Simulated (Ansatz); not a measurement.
Total energies of Al₇N₇H₂₀, a nanocrystal cut from wurtzite AlN (hydrogen-capped) from Ansatz at PBE0-D4/def2-TZVP, gas phase (1 Eh = 27.2114 eV = 2625.5 kJ/mol). The reference geometry is relaxed at PBE-D4/def2-SVP.

```xyz
34

Al    0.226   -2.742    1.945
N     1.316   -2.896    0.293
N    -0.547   -0.943    1.698
Al    0.845    0.381    1.724
Al    1.293   -1.379   -0.960
N     1.799    0.151    0.078
N    -0.076    2.115    1.524
Al    1.820    1.787   -1.026
Al   -1.712   -0.935    0.170
N    -0.556   -1.062   -1.352
N    -2.448    0.895    0.083
Al   -1.186    2.379   -0.062
Al   -0.770    0.454   -2.599
N    -0.067    1.932   -1.526
H     1.252   -2.716    3.183
H    -0.941   -3.843    1.839
H     2.295   -3.089    0.558
H     1.029   -3.748   -0.216
H    -1.124   -0.825    2.549
H     1.741    0.428    3.046
H     2.233   -1.745   -2.198
H     2.797    0.039    0.330
H    -0.565    2.370    2.396
H     0.696    2.806    1.436
H     2.142    3.021   -0.003
H     2.773    1.602   -2.301
H    -2.927   -1.971    0.210
H    -0.896   -1.863   -1.914
H    -3.148    1.041    0.826
H    -2.991    0.909   -0.804
H    -1.914    3.801   -0.068
H     0.082    0.216   -3.936
H    -2.380    0.693   -2.750
H    -0.090    2.740   -2.174
```

```
                 state                    geometry  energy (Eh)
      charge 0 singlet                   reference  -2091.97799
      charge 1 doublet                   reference  -2091.64513
      charge 1 doublet  relaxed at PBE-D4/def2-SVP  -2091.69843
     charge -1 doublet                   reference  -2091.96248
     charge -1 doublet  relaxed at PBE-D4/def2-SVP  -2091.96918
free Al atom (doublet)                           –   -242.24894
 free N atom (quartet)                           –    -54.54382
 free H atom (doublet)                           –     -0.50104
```

Single mean-field runs in def2-TZVP are fitted with def2-universal-jkfit.

Work out the vertical ionisation energy to the doublet.

E(charge 1 doublet) − E(charge 0 singlet) = -2091.64513 − (-2091.97799) = 0.33286 Eh = 9.06 eV. For comparison, −ε of the highest occupied level is 7.49 eV at this level, 1.57 eV less.

Work out the vertical electron affinity, to the doublet.

E(charge 0 singlet) − E(charge -1 doublet) = -2091.97799 − (-2091.96248) = -0.01551 Eh = -0.42 eV; negative, so the extra electron isn't bound. The basis lacks diffuse functions, which makes affinities too small.

Give the fundamental gap IE − EA, the Mulliken electronegativity (IE + EA)/2 and the hardness (IE − EA)/2.

From the values in Eh: IE − EA = 0.33286 − (-0.01551) = 0.34837 Eh = 9.48 eV; (IE + EA)/2 = 4.32 eV; (IE − EA)/2 = 4.74 eV. The HOMO–LUMO gap of the same run is 6.94 eV, 2.54 eV smaller than the fundamental gap.

How much does the charge 1 doublet relax, and what is the adiabatic ionisation energy?

Relaxation: -2091.64513 − (-2091.69843) = 0.05330 Eh = 1.45 eV. Adiabatic ionisation energy: 0.27956 Eh = 7.61 eV, without zero-point energy. In the charge 1 doublet, H26 and H32 lie 1.00 Å apart (atoms count from 1), so these atoms are partly bonded to each other.

How much does the charge -1 doublet relax, and what is the adiabatic electron affinity?

Relaxation: -2091.96248 − (-2091.96918) = 0.00670 Eh = 0.18 eV. Adiabatic electron affinity: -0.00881 Eh = -0.24 eV, without zero-point energy. 

What is the binding energy per atom against free atoms?

Atoms: 7 × (-242.24894) + 7 × (-54.54382) + 20 × (-0.50104) = -2087.57012 Eh. Binding: -2087.57012 − (-2091.97799) = 4.40787 Eh = 119.94 eV, or 3.53 eV for each of 34 atoms (no zero-point energy, no counterpoise term).

At PBE0-D4/def2-TZVP the highest occupied level of the charge -1 doublet lies above zero (up to 1.54 eV). By energy differences it is unbound by 0.42 eV (vertical, against the charge 0 singlet, at PBE0-D4/def2-TZVP) and held by the finite basis. At PBE0-D4/def2-TZVP the highest occupied level of the relaxed charge -1 doublet lies above zero (up to 0.91 eV). By energy differences it is unbound by 0.24 eV (each at its own geometry, against the charge 0 singlet, at PBE0-D4/def2-TZVP) and held by the finite basis.
